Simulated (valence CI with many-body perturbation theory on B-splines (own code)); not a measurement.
# Ce: calculation against measured levels

Computed by valence CI with perturbative core correlation (CI+MBPT): four valence electrons over a frozen Dirac-Fock core [Xe], radial functions for each j: 7 s, 7 p, 7 d, 7 f, 4 g, 2 h, with the one-electron correlation potential Σ1 (screened to all orders), the two-electron term Σ2, the three-electron term Σ3, Breit, model QED; selected single and double excitations, second order for the rest (own B-spline code, finite nucleus).

Set against measurement, 70 paired levels are off by 208 cm⁻¹ on average, the worst by 603. These come from a selection out of the NIST Handbook of Basic Atomic Spectroscopic Data. Levels without a partner in it may be off by more, other configurations by several thousand cm⁻¹. Among the levels kept, up to 710 cm⁻¹ of a level comes from second order outside the variational space, and about a tenth of that is noise between levels of different J, which matters for small intervals.

Measured levels: NIST Handbook of Basic Atomic Spectroscopic Data (Sansonetti and Martin, J. Phys. Chem. Ref. Data 34, 1559 (2005)). Pairs share parity and J, and are chosen by configuration, term and nearness in energy; levels without a clear partner are left out. Energies in cm⁻¹ above the measured ground level.

Names give the largest LS component (configuration and term), which can be under half, so a name can repeat, a term be missing and a line seem to break the LS rules; names also repeat where a configuration has a term twice. Letters in brackets count levels of one name in rising energy.

| Computed label | Label in the source | Measured | Computed | Difference |
| --- | --- | --- | --- | --- |
| 4f.5d.6s2 1G°_4 | 4f 5d 6s2 1G° | 0 | 0.0 | 0 |
| 4f.5d.6s2 3F°_2 | 4f 5d 6s2 3F° | 228.8 | 306.1 | +77 |
| 4f.5d.6s2 3H°_4 | 4f 5d 6s2 3H° | 1279.4 | 1343.9 | +64 |
| 4f.5d.6s2 3G°_3 | 4f 5d 6s2 3G° | 1388.9 | 1488.5 | +100 |
| 4f.5d.6s2 3F°_3 | 4f 5d 6s2 3F° | 1663.1 | 1722.2 | +59 |
| 4f.5d.6s2 3H°_5 | 4f 5d 6s2 3H° | 2208.7 | 2285.0 | +76 |
| 4f.5d2.6s 5H°_3 | 4f(2F°) 5d2(3F) 6s (4F) 5H° | 2369.1 | 2304.2 | -65 |
| 4f.5d.6s2 1D°_2 | 4f 5d 6s2 1D° | 2378.8 | 2535.5 | +157 |
| 4f.5d2.6s 5H°_4 | 4f(2F°) 5d2(3F) 6s (4F) 5H° | 2437.6 | 2230.3 | -207 |
| 4f.5d.6s2 3F°_4 | 4f 5d 6s2 3F° | 3100.2 | 3217.6 | +117 |
| 4f.5d2.6s 5I°_4 | 4f(2F°) 5d2(3F) 6s (4F) 5I° | 3196.6 | 2963.1 | -234 |
| 4f.5d2.6s 3G°_5 [a] | 4f(2F°) 5d2(3F) 6s (4F) | 3210.6 | 2959.9 | -251 |
| 4f.5d.6s2 3G°_4 | 4f 5d 6s2 | 3312.2 | 3397.2 | +85 |
| 4f.5d.6s2 3D°_1 | 4f 5d 6s2 3D° | 3710.5 | 4250.6 | +540 |
| 4f.5d2.6s 5I°_5 | 4f(2F°) 5d2(3F) 6s (4F) 5I° | 3764.0 | 3542.3 | -222 |
| 4f.5d2.6s 3P°_0 [a] | 4f(2F°) 5d2(3F) 6s (4F) | 3974.5 | 3932.3 | -42 |
| 4f.5d.6s2 3H°_6 | 4f 5d 6s2 3H° | 3976.1 | 4015.4 | +39 |
| 4f.5d2.6s 3P°_1 [a] | 4f(2F°) 5d2(3F) 6s (4F) | 4021.0 | 3966.6 | -54 |
| 4f.5d2.6s 3G°_3 [a] | 4f(2F°) 5d2(3F) 6s (4F) 3G° | 4160.3 | 3955.3 | -205 |
| 4f.5d2.6s 3G°_4 [a] | 4f(2F°) 5d2(3F) 6s (4F) | 4173.5 | 4022.7 | -151 |
| 4f.5d.6s2 3G°_5 | 4f 5d 6s2 3G° | 4199.4 | 4653.1 | +454 |
| 4f.5d2.6s 5H°_5 | 4f(2F°) 5d2(3F) 6s (4F) | 4417.6 | 3997.2 | -420 |
| 4f.5d2.6s 5H°_6 [a] | 4f(2F°) 5d2(3F) 6s (4F) 5I° | 4455.8 | 4191.2 | -265 |
| 4f.5d2.6s 5H°_6 [b] | 4f(2F°) 5d2(3F) 6s (4F) 5H° | 4746.6 | 4529.9 | -217 |
| 4f2.6s2 3H_4 | 4f2 6s2 3H | 4762.7 | 5345.5 | +583 |
| 4f.5d.6s2 3D°_2 | 4f 5d 6s2 3D° | 4766.3 | 5238.7 | +472 |
| 4f.5d.6s2 3D°_3 | 4f 5d 6s2 3D° | 5006.7 | 5488.2 | +481 |
| 4f.5d2.6s 3S°_1 [a] | 4f(2F°) 5d2(3F) 6s (4F) 3S° | 5097.8 | 4976.9 | -121 |
| 4f.5d2.6s 5D°_2 [a] | 4f(2F°) 5d2(3F) 6s (4F) | 5210.9 | 5061.8 | -149 |
| 4f.5d2.6s 5H°_7 [a] | 4f(2F°) 5d2(3F) 6s (4F) 5I° | 5315.8 | 5045.5 | -270 |
| 4f.5d2.6s 3F°_2 [a] | 4f(2F°) 5d2(3F) 6s (4F) 5G° | 5409.2 | 5514.8 | +106 |
| 4f.5d2.6s 5D°_3 [a] | 4f(2F°) 5d2(3F) 6s (4F) | 5519.8 | 5378.8 | -141 |
| 4f.5d2.6s 5D°_0 [a] | 4f(2F°) 5d2(3F) 6s (4F) | 5571.2 | 5604.9 | +34 |
| 4f.5d2.6s 3F°_4 [a] | 4f(2F°) 5d2(3F) 6s (4F) | 5572.1 | 5406.5 | -166 |
| 4f.5d.6s2 3P°_1 | 4f 5d 6s2 | 5637.2 | 5761.1 | +124 |
| 4f.5d2.6s 5F°_1 [a] | 4f(2F°) 5d2(3F) 6s (4F) 5F° | 5674.8 | 5710.0 | +35 |
| 4f.5d2.6s 5H°_7 [b] | 4f(2F°) 5d2(3F) 6s (4F) 5H° | 5802.1 | 5526.5 | -276 |
| 4f.5d2.6s 5F°_2 [a] | 4f(2F°) 5d2(3F) 6s (4F) 5F° | 5904.0 | 6009.4 | +105 |
| 4f.5d2.6s 5G°_3 [a] | 4f(2F°) 5d2(3F) 6s (4F) 5G° | 6234.8 | 6456.3 | +221 |
| 4f2.6s2 3H_5 | 4f2 6s2 3H | 6238.9 | 6817.8 | +579 |
| 4f.5d2.6s 3P°_2 [a] | 4f 5d 6s2 | 6304.0 | 6443.9 | +140 |
| 4f.5d2.6s 5D°_3 [b] | 4f(2F°) 5d2(3F) 6s (4F) 5F° | 6337.1 | 6271.5 | -66 |
| 4f.5d2.6s 3H°_4 [a] | 4f(2F°) 5d2(3F) 6s (2F) | 6475.5 | 6036.0 | -440 |
| 4f.5d.6s2 1F°_3 [a] | 4f 5d 6s2 | 6621.9 | 6860.1 | +238 |
| 4f.5d2.6s 3I°_5 [a] | 4f(2F°) 5d2(3F) 6s (4F) | 6663.2 | 6510.9 | -152 |
| 4f.5d2.6s 5I°_8 | 4f(2F°) 5d2(3F) 6s (4F) 5I° | 6809.1 | 6555.3 | -254 |
| 4f.5d2.6s 3F°_2 [b] | 4f(2F°) 5d2(3F) 6s (4F) | 6836.6 | 6846.3 | +10 |
| 4f.5d2.6s 3H°_4 [b] | 4f(2F°) 5d2(3F) 6s (4F) 5G° | 6856.6 | 6898.0 | +41 |
| 4f.5d2.6s 3F°_3 [a] | 4f(2F°) 5d2(3F) 6s (4F) | 7169.8 | 7165.0 | -5 |
| 4f.5d2.6s 5F°_4 [a] | 4f(2F°) 5d2(3F) 6s (4F) 5F° | 7174.2 | 7135.8 | -38 |
| 4f.5d2.6s 5G°_4 [a] | 4f(2F°) 5d2(3F) 6s (2F) | 7348.3 | 7243.7 | -105 |
| 4f.5d2.6s 5G°_5 [a] | 4f(2F°) 5d2(3F) 6s (4F) 5G° | 7467.2 | 7839.5 | +372 |
| 4f.5d2.6s 3I°_6 [a] | 4f(2F°) 5d2(3F) 6s (4F) | 7696.2 | 7500.3 | -196 |
| 4f.5d2.6s 3H°_5 [a] | 4f(2F°) 5d2(3F) 6s (4F)? | 7715.2 | 7343.9 | -371 |
| 4f2.6s2 3H_6 | 4f2 6s2 3H | 7780.2 | 8347.8 | +568 |
| 4f.5d2.6s 3I°_5 [b] | 4f(2F°) 5d2(3F) 6s (2F)? | 7842.0 | 7631.0 | -211 |
| 4f.5d2.6s 3D°_1 [a] | 4f(2F°) 5d2(1D) 6s (2D) | 7853.1 | 7793.1 | -60 |
| 4f.5d2.6s 3F°_4 [b] | 4f(2F°) 5d2(3F) 6s (4F) | 7890.4 | 7759.1 | -131 |
| 4f.5d2.6s 5F°_5 [a] | 4f(2F°) 5d2(3F) 6s (4F) 5F° | 7933.6 | 7957.8 | +24 |
| 4f.5d2.6s 5G°_6 [a] | 4f(2F°) 5d2(3F) 6s (4F) 5G° | 8055.5 | 8658.6 | +603 |

The table shows the lowest 60 pairs. Over 70 excited levels the mean absolute difference is 208 cm⁻¹, the median 145 and the largest 603. The comparison draws on a selection of the measured levels: 71 of the 217 computed ones have a partner in it, and others may be off by more.
